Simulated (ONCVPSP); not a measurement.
# Varying the ONCV potential for Sn

Base potential:

ONCVPSP 4.0.1 input, shortened (lines: element, Z, core and valence counts, functional; n l f; lmax; l rc ep ncon nbas qcut; lloc lpopt rc5 dvloc0; l nproj debl; icmod fcfact rcfact), LDA (Perdew-Wang 92), scalar-relativistic:

```
  Sn 50.00    8    3  -001012      upf
    1    0    2.00
    2    0    2.00
    2    1    6.00
    3    0    2.00
    3    1    6.00
    3    2   10.00
    4    0    2.00
    4    1    6.00
    4    2   10.00
    5    0    2.00
    5    1    2.00
    2
    0    1.85    0.00    4    8    3.20
    1    1.85    0.00    4    7    3.80
    2    1.70    0.00    5   10    8.80
    4    5    1.50    6.00
    0    1    3.30
    1    2    3.40
    2    3    3.10
    4    0.65    0.00
```

Cutoffs, loose and tight: the cutoffs (Ha) at which the residual kinetic energy of the hardest occupied pseudo-wave falls to 1 and 0.1 mHa per electron. They do not see the model core or the augmentation charge, which bear on the density cutoff. Test errors are all-electron minus pseudo excitation energies from the reference, over the configurations 4d10 5s2 5p1; 4d10 5s2 5p0; 4d10 5s1 5p0; 4d9 5s2 5p2. A dash means not determined; rows that change the core or the reference have their own tests.

1 further variants are left out, since the program set their typed debl aside.

```csv
change,outcome,"cutoff, loose","cutoff, tight",bound ghosts,GHOST(+) flags above zero,largest test error (meV)
base,generated,32 Ha,41 Ha,none,p,-114
core correction none,generated,32 Ha,41 Ha,none,p,-69
"local potential polynomial inside 1.50 bohr (lpopt 5, dvloc0 9.5 Ha)",generated,32 Ha,41 Ha,none,p,-138
```

Task: What comes out with this change to the base: p: rc 2.18?

Result: outcome: generated; cutoff, loose: 32 Ha; cutoff, tight: 36 Ha; bound ghosts: none; GHOST(+) flags above zero: none; largest test error (meV): -131.
